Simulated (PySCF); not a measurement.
## Bond curve of KH

Set-up: K x2c-TZVPall, H x2c-TZVPall; spin-free X2C with a Gaussian nucleus (PySCF 2.14). Energies in eV from K + H in their ground configurations at the same level. State: ¹Σ⁺ (singlet), closed shell.

All columns are PBE0. A positive dipole means K(−)H(+).

| R (Å) | E (eV) | μ (D) | Mulliken charge on K (basis-dependent) | HOMO (eV) | LUMO (eV) | Mayer bond order | ⟨S²⟩ |
| --- | --- | --- | --- | --- | --- | --- | --- |
| 1.944 | -1.417 | -6.78 | 0.35 | -4.38 | -0.94 | 0.87 | 0.00 |
| 2.035 | -1.542 | -7.08 | 0.35 | -4.36 | -0.99 | 0.87 | 0.00 |
| 2.125 | -1.616 | -7.37 | 0.35 | -4.33 | -1.04 | 0.87 | 0.00 |
| 2.193 | -1.643 | -7.57 | 0.35 | -4.31 | -1.08 | 0.87 | 0.00 |
| 2.261 | -1.651 | -7.78 | 0.35 | -4.28 | -1.12 | 0.88 | 0.00 |
| 2.329 | -1.644 | -7.97 | 0.35 | -4.25 | -1.16 | 0.88 | 0.00 |
| 2.419 | -1.614 | -8.23 | 0.35 | -4.20 | -1.21 | 0.87 | 0.00 |
| 2.532 | -1.552 | -8.54 | 0.35 | -4.14 | -1.28 | 0.87 | 0.00 |
| 2.668 | -1.453 | -8.89 | 0.36 | -4.07 | -1.36 | 0.87 | 0.00 |
| 2.849 | -1.295 | -9.34 | 0.37 | -3.98 | -1.47 | 0.86 | 0.00 |

A fit through these points gives, at Re = 2.260 Å, μ = -7.77 D and dμ/dR = -2.95 D/Å; the reduced mass is 0.9824 u.

Problem. How strong is the fundamental in the double-harmonic approximation, I = 42.26·(dμ/dR)²/μred km/mol?

Solution. I = 42.26·(-2.95)²/0.9824 = 374 km/mol at PBE0.
